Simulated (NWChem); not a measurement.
System: hydronium (H₃O cation); SMILES [OH3+]

NWChem input:

```
start job
memory heap 200 mb stack 900 mb global 1100 mb
charge 1
geometry units angstroms noautosym nocenter noautoz
  O      0.000000     0.000000     0.078775
  H      0.669342     0.669342    -0.207386
  H      0.244996    -0.914338    -0.207386
  H     -0.914338     0.244996    -0.207386
end
basis spherical
  * library pcsseg-1
end
dft
  xc xpbe96 cpbe96
  iterations 150
end
property
  shielding 2 1 2
  efieldgrad
end
task dft property
```

NWChem printed, in part:

```
             Northwest Computational Chemistry Package (NWChem) 7.3.0
             --------------------------------------------------------

                             Geometry "geometry" -> ""
                             -------------------------

 Output coordinates in angstroms (scale by  1.889725989 to convert to a.u.)

  No.       Tag          Charge          X              Y              Z
 ---- ---------------- ---------- -------------- -------------- --------------
    1 O                    8.0000     0.00000000     0.00000000     0.07877500
    2 H                    1.0000     0.66934200     0.66934200    -0.20738600
    3 H                    1.0000     0.24499600    -0.91433800    -0.20738600
    4 H                    1.0000    -0.91433800     0.24499600    -0.20738600

 Effective nuclear repulsion energy (a.u.)      13.8110707593

  pbe96 is a nonlocal functional; adding pw91lda local functional.
                              NWChem Property Module
                              ----------------------

  itol2e modified to match energy
  convergence criterion.

                                 NWChem DFT Module
                                 -----------------

 Summary of "ao basis" -> "ao basis" (spherical)
 ------------------------------------------------------------------------------
       Tag                 Description            Shells   Functions and Types
 ---------------- ------------------------------  ------  ---------------------
 O                          pcsseg-1                 7       17   3s3p1d
 H                          pcsseg-1                 3        5   2s1p

  itol2e modified to match energy
  convergence criterion.

            General Information
            -------------------
          SCF calculation type: DFT
          Wavefunction type:  closed shell.
          No. of atoms     :     4
          No. of electrons :    10
           Alpha electrons :     5
            Beta electrons :     5
          Charge           :     1
          Spin multiplicity:     1
          Use of symmetry is: off; symmetry adaption is: off
          Maximum number of iterations: 150
          AO basis - number of functions:    32
                     number of shells:    16
          Convergence on energy requested:  1.00D-07
          Convergence on density requested:  1.00D-05
          Convergence on gradient requested:  5.00D-04

              XC Information
              --------------
          PerdewBurkeErnzerhof Exchange Functional  1.000
            Perdew 1991 LDA Correlation Functional  1.000 local
           PerdewBurkeErnz. Correlation Functional  1.000 non-local

             Grid Information
             ----------------
          Grid used for XC integration:  fine
          Radial quadrature: Mura-Knowles
          Angular quadrature: Lebedev.
          Tag              B.-S. Rad. Rad. Pts. Rad. Cut. Ang. Pts.
          ---              ---------- --------- --------- ---------
          O                   0.60       70           6.0       590
          H                   0.35       60           7.0       590
          Grid pruning is: on
          Number of quadrature shells:   250
          Spatial weights used:  Erf1

      Superposition of Atomic Density Guess
      -------------------------------------

 Sum of atomic energies:         -76.24245625

 Renormalizing density from      11.00 to     10

      Non-variational initial energy
      ------------------------------

[...]

          -----------------------------------------
          Chemical Shielding Tensors (GIAO, in ppm)
          -----------------------------------------

                                NWChem CPHF Module
                                ------------------

  scftype          =     RHF
  nclosed          =        5
  nopen            =        0
  variables        =      135
  # of vectors     =        3
  tolerance        = 0.10D-03
  level shift      = 0.00D+00
  max iterations   =       50
  max subspace     =       30

 SCF residual:    3.7361394917367267E-007

Iterative solution of linear equations
  No. of variables      135
  No. of equations        3
  Maximum subspace       30
        Iterations       50
       Convergence  1.0D-04

   iter   nsub   residual    time
   ----  ------  --------  ---------
     1      3    2.98D-08       1.4

      Atom:    1  O
        Diamagnetic
    386.3438     -0.0000      0.0000
     -0.0000    386.3438      0.0000
      0.0000      0.0000    368.4682

        Paramagnetic
    -75.4606      0.0000     -0.0000
      0.0000    -75.4606     -0.0000
     -0.0000     -0.0000   -108.5976

        Total Shielding Tensor
    310.8832      0.0000     -0.0000
      0.0000    310.8832     -0.0000
     -0.0000     -0.0000    259.8707

           isotropic =     293.8790
          anisotropy =      25.5063

          Principal Components and Axis System
                 1           2           3
              310.8832    310.8832    259.8707

      1         0.7076     -0.7066      0.0000
      2         0.7066      0.7076      0.0000
      3        -0.0000      0.0000      1.0000

      Atom:    2  H
        Diamagnetic
     27.4400      8.6840     -3.4741
      8.6840     27.4400     -3.4741
     -3.4741     -3.4741     18.2164

        Paramagnetic
     -0.6801      0.3090      0.2436
      0.3090     -0.6801      0.2436
      0.2436      0.2436     -0.0814

        Total Shielding Tensor
     26.7598      8.9930     -3.2304
      8.9930     26.7598     -3.2304
     -3.2304     -3.2304     18.1349

           isotropic =      23.8849
          anisotropy =      19.4733

          Principal Components and Axis System
                 1           2           3
               36.8671     17.7668     17.0207

      1         0.6870     -0.7071      0.1675
      2         0.6870      0.7071      0.1675
      3        -0.2369     -0.0000      0.9715
```

Level: PBE/pcSseg-1, GIAO. Coordinates come from a B3LYP/6-31G* (spherical d) optimisation. NWChem prints the field gradient with the sign opposite to the second derivative of the potential. The printed shielding anisotropy is the first printed principal value minus the mean of the other two.
